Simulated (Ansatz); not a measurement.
An input meant for trans-CoF2(H2O)4 (CoO4F2H8) (charge 0, sextet; atoms displaced at random, 0.03 Å in each coordinate).

```yaml
crystal:
  periodic: [false, false, false]
  atoms:
    - {symbol: Co, position_ang: [0.033285, -0.027565, -0.006229]}
    - {symbol: F, position_ang: [0.535908, -0.702830, 1.744839]}
    - {symbol: F, position_ang: [-0.614668, 0.759717, -1.737905]}
    - {symbol: O, position_ang: [2.154787, 0.189590, 0.084049]}
    - {symbol: H, position_ang: [2.653679, -0.535460, -0.366703]}
    - {symbol: H, position_ang: [1.957026, -0.239847, 0.998728]}
    - {symbol: O, position_ang: [-2.166632, -0.129465, -0.086344]}
    - {symbol: H, position_ang: [-1.931554, 0.232059, -0.942135]}
    - {symbol: H, position_ang: [-2.589799, 0.520815, 0.308560]}
    - {symbol: O, position_ang: [0.020600, 2.183893, 0.248010]}
    - {symbol: H, position_ang: [-0.121448, 2.035573, -0.745440]}
    - {symbol: H, position_ang: [0.997114, 2.258142, 0.234450]}
    - {symbol: O, position_ang: [-0.038353, -2.143513, -0.233513]}
    - {symbol: H, position_ang: [-0.977196, -2.343072, -0.237479]}
    - {symbol: H, position_ang: [0.163698, -2.102625, 0.754958]}
basis:
  gaussian: {orbitals: def2-SVPD, final_grid: {core_spheres: 1, valence_spheres: 1, degree: 3}}
magnetization: {spin_polarized: true, initial_magnetization: 5}
hamiltonian: {xc: {name: PBE}}
scf: {lower_state_search: off}
output: {forces: true}
```

```sh
$ ansatz run in.yaml --threads 4 --pin off --events-out ev --progress --plain --max-ram 8704MiB
```

It prints (some lines left out):

```
Functional definition: PBE
2007 factors; their error is unknown
mean field evaluation 1: about -51318.9244 eV, gradient 8.7e1 eV
mean field evaluation 2: about -51056.6010 eV, gradient 2.7e2 eV
mean field evaluation 4: about -51333.3018 eV, gradient 6.1e1 eV
mean field evaluation 8: about -51344.3728 eV, gradient 2.3e0 eV
mean field evaluation 16: about -51445.6147 eV, gradient 1.6e2 eV
mean field evaluation 32: about -51612.7662 eV, gradient 1.5e-3 eV
a density is far from that of the atoms, so the factors are made again for it
2596 factors; integrals over basis functions are off by at most 1.0e-3 eV
mean field evaluation 64: about -51612.7623 eV, gradient 4.6e-5 eV
mean field -51612.76228062 eV, -1896.7340294259 hartree, gradient 2.5e-6 eV, S^2 9.150405; 0 other end points of the search recorded, 0 dependent functions left out
reference -51612.76228210 eV, -1896.7340294805 hartree; 45, 40 occupied and 191, 196 virtual orbitals, 2596 factors
Total energy: -51612.76228210 eV, -1896.7340294805 hartree
Atom 0 at     0.033285    -0.027565    -0.006229 Å, force    15.894790   -10.123243     0.517814 eV/Å
Atom 1 at     0.535908    -0.702830     1.744839 Å, force    -6.624136    -5.403607     1.752103 eV/Å
Atom 2 at    -0.614668     0.759717    -1.737905 Å, force     7.707912    -5.570785    -7.204039 eV/Å
Atom 3 at     2.154787     0.189590     0.084049 Å, force    -5.205761   -19.780942    18.794379 eV/Å
Atom 4 at     2.653679    -0.535460    -0.366703 Å, force    -2.560612     6.757734    -1.932838 eV/Å
Atom 5 at     1.957026    -0.239847     0.998728 Å, force    23.638673     5.320660   -12.790354 eV/Å
Atom 6 at    -2.166632    -0.129465    -0.086344 Å, force     3.088316    49.827889   -28.472031 eV/Å
Atom 7 at    -1.931554     0.232059    -0.942135 Å, force   -33.189728   -10.226621    23.571577 eV/Å
Atom 8 at    -2.589799     0.520815     0.308560 Å, force     5.468548   -13.116927    -2.721954 eV/Å
Atom 9 at     0.020600     2.183893     0.248010 Å, force    -9.270086    -8.452851   -17.079269 eV/Å
Atom 10 at    -0.121448     2.035573    -0.745440 Å, force    -5.537018    11.813694    17.123524 eV/Å
Atom 11 at     0.997114     2.258142     0.234450 Å, force    -1.938640     4.578910    -0.182916 eV/Å
Atom 12 at    -0.038353    -2.143513    -0.233513 Å, force     1.382076    13.843334    23.539033 eV/Å
Atom 13 at    -0.977196    -2.343072    -0.237479 Å, force     6.163259   -11.617459     0.784685 eV/Å
Atom 14 at     0.163698    -2.102625     0.754958 Å, force     0.982409    -7.849787   -15.699714 eV/Å
Dipole moment:     0.282591     0.803629     0.623076 e Å
Checks for a lower state left out: stability, starts, cluster_reference, orbital_swaps, neighbouring_geometries, increment
```

In this input the integration grid is far too coarse. The run converged. The result belongs to that input, not to the species as meant.

The charge 0 sextet is spin-contaminated (final ⟨S²⟩ up to 9.15, 8.75 for a pure state).
